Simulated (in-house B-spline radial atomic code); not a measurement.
Sr IV (Sr3+): [He] 2s2 (2p1/2)1 (2p3/2)4 3s2 3p6 3d10 4s2 4p6 (with a hole in an inner shell)

Method: Dirac-Kohn-Sham LDA VWN5, spherical fractional occupations, Fermi nucleus of rms radius 4.224 fm. Calculated with an all-electron radial atomic-structure program (B-spline basis).

Z_r = [3n² - l(l+1)]/(2<r>); Z_e = n√(-2ε); the last column is Slater's effective charge. Values are occupation-weighted means over j. An effective charge above Z reflects the relativistic contraction of the inner shells.

| shell | electrons | ε (eV) | <r> (bohr) | Z_r | Z_e | Slater |
| --- | --- | --- | --- | --- | --- | --- |
| 1s | 2 | -16072 | 0.03918 | 38.28 | 34.37 | 37.70 |
| 2s | 2 | -2259.5 | 0.171 | 35.09 | 25.77 | 34.20 |
| 2p | 5 | -2022.8 | 0.1492 | 33.51 | 24.39 | 34.20 |
| 3s | 2 | -384.92 | 0.4833 | 27.93 | 15.96 | 27.60 |
| 3p | 6 | -308.67 | 0.4856 | 25.74 | 14.29 | 27.60 |
| 3d | 10 | -180.91 | 0.4734 | 22.18 | 10.94 | 17.85 |
| 4s | 2 | -73.039 | 1.28 | 18.76 | 9.27 | 11.25 |
| 4p | 6 | -53.48 | 1.428 | 16.11 | 7.93 | 11.25 |

The least bound orbital is 4p3/2 at -52.99 eV, and it is also the most diffuse (<r> = 1.437 bohr). The part-filled 2p shell lies below the filled 4p shell in orbital energy.

For the 1s electron the small component carries 1.91 % of the norm, the zero-frequency Breit interaction raises the level by 26.74 eV, self-energy by 15.02 eV, and vacuum polarisation lowers it by 1.619 eV.
